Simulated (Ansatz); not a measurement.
Br, charge +1, triplet; SC-NEVPT2/def2-SVP, CASSCF(4,6) (Ansatz, a quantum-chemistry and plane-wave program).

Ansatz was given this input:
Ansatz 0.2 input:
```yaml
crystal:
  periodic: [false, false, false]
  atoms:
    - {symbol: Br, position_ang: [0.00000000, 0.00000000, 0.00000000]}
basis:
  gaussian:
    orbitals: def2-SVP
total_charge: 1
correlation: {method: sc_nevpt2, electrons: all, active_space: {window: {electrons: 4, orbitals: 6}}}
magnetization: {spin_polarized: false, initial_magnetization: 2}
```

It wrote (shortened):

```
Functional definition: HF
223 factors; integrals over basis functions are off by at most 2.2e-4 eV
mean field evaluation 1: about -69978.9318 eV, gradient 8.2e0 eV
mean field evaluation 2: about -69978.9327 eV, gradient 8.2e0 eV
mean field evaluation 4: about -69979.0031 eV, gradient 3.0e-1 eV
mean field evaluation 8: about -69979.0043 eV, gradient 1.6e-4 eV
mean field evaluation 16: about -69979.0043 eV, gradient 5.0e-5 eV
mean field evaluation 32: about -69979.0043 eV, gradient 2.5e-4 eV
mean field -69979.00425288 eV, -2571.6809728207 hartree, gradient 8.2e-7 eV, S^2 2.000000; 3 other end points of the search recorded, 0 dependent functions left out
reference -69979.00425288 eV, -2571.6809728207 hartree; 18, 16 occupied and 14, 16 virtual orbitals, 223 factors
state -69979.85920380 eV, -2571.7123916876 hartree
state -69979.85920380 eV, -2571.7123916876 hartree; corrected -69985.34664513 eV, -2571.9140514366 hartree
state -69979.70153157 eV, -2571.7065973400 hartree
state -69979.70153157 eV, -2571.7065973400 hartree; corrected -69985.26623601 eV, -2571.9110964561 hartree
state -69979.85920380 eV, -2571.7123916876 hartree; corrected -69985.34664513 eV, -2571.9140514366 hartree
the orbitals are reached from a further start. From the first start the search ends at -69979.70151033 eV, -2571.7065965593 hartree
Total energy: -69985.34664513 eV, -2571.9140514366 hartree
```
